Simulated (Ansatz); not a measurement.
One change: `F[SiH2]OBS` becomes `B[SiH2]O[SiH2]F`.

Ansatz, PBE0-D4/def2-TZVP geometries, multiplicity 1. Each molecule was computed in one conformer, which needn't be the lowest.

```json
{"property": "HOMO energy (ωB97M-V/def2-TZVPP) / eV", "`F[SiH2]OBS`": "-10.16"}
{"property": "LUMO energy (ωB97M-V/def2-TZVPP) / eV", "`F[SiH2]OBS`": "1.53"}
{"property": "size of the dipole moment (PBE/def2-TZVPP) / D", "`F[SiH2]OBS`": "1.48"}
{"property": "HOMO–LUMO gap (PBE0/def2-TZVPP) / eV", "`F[SiH2]OBS`": "7.53"}
{"property": "HOMO energy (PBE/def2-TZVPP) / eV", "`F[SiH2]OBS`": "-6.77"}
{"property": "HOMO–LUMO gap (PBE/def2-TZVPP) / eV", "`F[SiH2]OBS`": "5.35"}
```

Question: What does the change do to each property? (An estimate is asked.)

Answer: Ansatz gave: 
```tsv
property	`B[SiH2]O[SiH2]F`	shift
HOMO energy (ωB97M-V/def2-TZVPP) / eV	-10.43	-0.27
LUMO energy (ωB97M-V/def2-TZVPP) / eV	-0.65	-2.18
size of the dipole moment (PBE/def2-TZVPP) / D	1.06	-0.42
HOMO–LUMO gap (PBE0/def2-TZVPP) / eV	5.61	-1.92
HOMO energy (PBE/def2-TZVPP) / eV	-6.95	-0.18
HOMO–LUMO gap (PBE/def2-TZVPP) / eV	3.31	-2.04
```

With PBE0 the HOMO falls by 0.26 eV and the LUMO falls by 2.18 eV, so the gap narrows by about 1.92 eV. PBE moves the HOMO by -0.18 eV and ωB97M-V by -0.27 eV. Dipoles are sizes alone; their direction can turn.
